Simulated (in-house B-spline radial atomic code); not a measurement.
Binding energies in Ag

NIST's tabulated ground configuration is [Kr] 4d10 5s1; each binding energy is the energy of the ion with one electron taken from that subshell, relaxed, less that of the parent. Level of theory: Dirac-Hartree-Fock, average of configuration, Fermi nucleus of rms radius 4.5454 fm; calculated with a B-spline radial code for spherical atoms. Energies include first-order Breit, QED and recoil terms.

| subshell | X-ray name | binding energy (eV) | -ε (eV) | relaxation (eV) |
| --- | --- | --- | --- | --- |
| 2p1/2 | L2 | 3532.7 | 3579.1 | 38.8 |
| 2p3/2 | L3 | 3359.9 | 3402.9 | 37.8 |
| 3p1/2 | M2 | 613.5 | 630.7 | 16.1 |
| 3p3/2 | M3 | 582.2 | 598.6 | 15.7 |
| 3d3/2 | M4 | 380.7 | 397.8 | 16.9 |
| 3d5/2 | M5 | 374.6 | 391.4 | 16.7 |
| 4p1/2 | N2 | 73.46 | 78.31 | 4.70 |
| 4p3/2 | N3 | 68.44 | 72.95 | 4.44 |
| 4d3/2 | N4 | 11.38 | 14.31 | 2.94 |
| 4d5/2 | N5 | 10.84 | 13.65 | 2.83 |
| 5s | O1 | 6.33 | 6.45 | 0.11 |

Relaxation = -ε minus the binding energy without Breit, QED and recoil terms.

Emission lines follow as differences of binding energies, with λ = 12398.42 eV·Å / E:

| line | holes | energy (eV) | wavelength (Å) |
| --- | --- | --- | --- |
| L3-M5 | 2p3/2 → 3d5/2 | 2985.3 | 4.1532 |
| L2-M4 | 2p1/2 → 3d3/2 | 3152.0 | 3.9335 |
| L2-N4 | 2p1/2 → 4d3/2 | 3521.3 | 3.521 |

(1) What does it cost to remove both a 2p3/2 and a 3p1/2 electron?

(2) What does it cost to remove both a 2p3/2 and a 4p1/2 electron?

## Answers

(1) 4021.3 eV, which is 47.96 eV more than the two single binding energies together.

(2) 3452 eV, which is 18.68 eV more than the two single binding energies together.
